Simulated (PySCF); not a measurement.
**TlS₂⁻, singlet: computed properties**

Method: PBE in PySCF with Tl def2-TZVPD with ECP60, S def2-TZVPD; scalar-relativistic core potentials, no spin–orbit coupling; density-fitted integrals.

The structure is a minimum.

Z-matrix (Å, degrees; charge -1 multiplicity 1):
```
Tl
S  1 2.3067
S  1 2.3067 2 180.00
```

```json
{
  "Point group": "D∞h",
  "Bond lengths": "Tl–S 2.307 Å (×2)",
  "Bond angles": "S–Tl–S 180.0°",
  "Dipole moment about the centre of mass": "0.00 D",
  "Zero-point energy": "5.7 kJ/mol",
  "Rotational constants": "0.04955 cm⁻¹",
  "Principal quadrupole moments (Buckingham, traceless) about the centre of mass": "-30.72, 15.36, 15.36 D Å",
  "Principal polarisabilities": "93.0, 93.0, 189.7 bohr³",
  "Highest occupied level": "-0.93 eV",
  "Rotational symmetry number": "2",
  "Heat capacity Cp at 298.15 K": "58.0 J/(mol K)",
  "Enthalpy at 298.15 K above 0 K": "14.30 kJ/mol",
  "Lowest empty level": "1.75 eV",
  "Entropy at 298.15 K and 1 bar": "288.9 J/(mol K)"
}
```

Harmonic modes (masses in u: Tl 204.974, S 31.972):
| symmetry | ω (cm⁻¹) | IR (km/mol, summed over degenerate members) | μ (u) | type |
| --- | --- | --- | --- | --- |
| πu | 95 | 31.5 | 40.00 | bend |
| σg+ | 354 | 0.0 | 31.97 | stretch |
| σu+ | 414 | 134 | 40.00 | stretch |

In D∞h the vibrations span πu + σg+ + σu+. The σg+ mode carries no infrared intensity, as symmetry demands. With a centre of inversion only u modes can be infrared active and only g modes Raman active.

Charges (e); Mulliken and Löwdin values are unreliable with diffuse functions:
```
atom  Mulliken  Löwdin  polar tensor  Mayer order to Tl1
 Tl1      0.62   -0.14          0.69                   –
S2,3     -0.81   -0.43         -0.85                1.47
```

Mulliken populations on Tl1 (electrons outside its core potential): s 3.26, p 7.05, d 10.01, f 0.06.

Outer orbital energies (eV). occupied: -11.38, -10.21, -5.60, -2.66, -1.63, -1.63, -0.93, -0.93; empty: 1.75, 2.66, 2.66, 3.05.

Counting electrons, thallium keeps none of its valence electrons outside its bonds, so the VSEPR class is AX2 and the expected shape is linear (D∞h), as computed.

Other isomers or separated fragments may lie lower. The lowest empty level of this anion is unbound, so it and the gap depend on the basis. With an element this heavy the missing spin–orbit coupling can shift these numbers.

The final relaxation and frequency run took 14 s on 4 threads of a shared Arm Neoverse V2 host, with 148 basis functions and 6 gradients; the process peaked at 1.1 GiB. Launch command: `OMP_NUM_THREADS=4 python axn.py task.json out`.
